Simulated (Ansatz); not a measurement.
Calculated with Ansatz (gas phase, PBE0-D4/def2-TZVP geometries, no zero-point term in ΔE). CCSD(T)/CBS is the MP2 limit (def2-TZVPP, def2-QZVPP) plus CCSD(T) − MP2 in def2-TZVPP, frozen cores. DFT in def2-TZVPP. For Mg outer-core shells are correlated without core-valence functions, which leaves a few kJ/mol of doubt a bond. Each species was taken in one conformer, which may not be the lowest.

Consider the ligand exchange at the Si–C bond: `C=C([SiH3])C[SiH3]` + `[CH3][Mg][OH]` → `[CH3][Mg][O][SiH3]` + `C=CC[SiH3]`.

```json
{"level": "PBE", "ΔE (kcal/mol)": "-28.3"}
{"level": "HF/CBS(def2)", "ΔE (kcal/mol)": "-37.7"}
```

(1) What does CCSD(T)/CBS give? (Estimate.)

Largest T1 diagnostic among the species: 0.011.

Answers

(1) Ansatz gave: -30.6 kcal/mol. The listed levels differ from it by 2.3, -7.1 kcal/mol.

From BLYP to BHLYP (50 % exact exchange), in def2-TZVPP and without D4, ΔE moves by −2.3 kcal/mol. The D4 term adds +2.5 kcal/mol with B3LYP and +1.4 kcal/mol with PBE0; it sums over pairs of atoms, weighted by their polarisabilities, and B3LYP, whose exchange is more repulsive, gets the larger term.

B3LYP here is the variant with VWN-RPA as its local correlation; programs differ in this.
